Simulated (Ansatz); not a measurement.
The Zn1–H2 bond of H2SeZn (SMILES [ZnH][SeH]) is stretched (multiplicity 1, the rest rigid).
Geometry at rest (charge 0, multiplicity 1):
```xyz
4

Zn    -0.7092    -0.5098    -0.8288
H     -1.6137    -1.1646    -1.8828
Se     0.6540     0.5053     0.7407
H      0.6550    -0.7187     1.5618
```

Cores are frozen in the correlated methods. Filled d and f shells under p-block atoms count as core.

Run with Ansatz (a quantum-chemistry and plane-wave program). 

Energies above the point at 1.536 Å (the B3LYP-D3(BJ) bond length), FIC-MRCISD+Q on CASSCF(2,2)/def2-TZVPP (kcal/mol): 4.10 at 1.382 Å; 3.33 at 1.689 Å; 78.61 at 4.914 Å.

Task: Take the last value as the depth D of a Morse curve D(1 − e^(−a(R − R₀)))², fit a and R₀ to the two near points, and test it at 2.073 and 2.687 Å.

Result: 
With D = 78.6, both near points (counted from the curve's value at 1.536 Å) are met by a = 1.42 Å⁻¹ and R₀ = 1.527 Å, so k = 2Da² = 317 kcal/(mol Å²). The curve then gives 22.9 and 51.2 kcal/mol; the level itself gives 23.2 and 54.7, so Morse is off by -0.4 and -3.5.
